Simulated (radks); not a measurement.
Results of a calculation; reference values are marked as such.
All-electron atom: Ir IV in [Xe] 4f14 5d5 6s1 (not the ground configuration).

Code: a radial shooting solver on a logarithmic mesh with Libxc functionals. Model: scalar-relativistic Kohn-Sham, r2SCAN, spin-unpolarised, spherical densities, finite nucleus; meta-GGA in the generalised Kohn-Sham scheme; Fermi nuclear charge, rms radius 5.4032 fm.

Energy parts (eV):
total: -485007.86
kinetic: 539025.89
electron-nucleus: -1200725.11
Hartree: 186089.95
exchange-correlation: -9398.59

Orbitals (lengths in bohr, moments of r in powers of bohr; r(max) is where P^2 peaks):
orbital	occ.	eigenvalue (eV)	r(max)	<r^2>
1s	2	-76234.88	0.01082	0.0004197
2s	2	-13393.70	0.06228	0.006417
2p	6	-11639.43	0.05138	0.005365
3s	2	-3171.010	0.1755	0.04141
3p	6	-2655.682	0.1744	0.04239
3d	10	-2086.993	0.1422	0.03518
4s	2	-711.0507	0.3973	0.2022
4p	6	-541.2978	0.4173	0.2304
4d	10	-331.6217	0.4263	0.2645
5s	2	-135.5872	0.8903	1.068
4f	14	-98.9660	0.3961	0.3489
5p	6	-91.1955	0.9989	1.413
5d	5	-39.8147	1.251	2.618
6s	1	-32.6276	2.142	6.159

The highest occupied level is 6s at -32.628 eV. The electron density at the nucleus is 1.947e+06 e/bohr^3 (large components only). The density falls to 0.001 e/bohr^3 at r = 3.62 bohr.
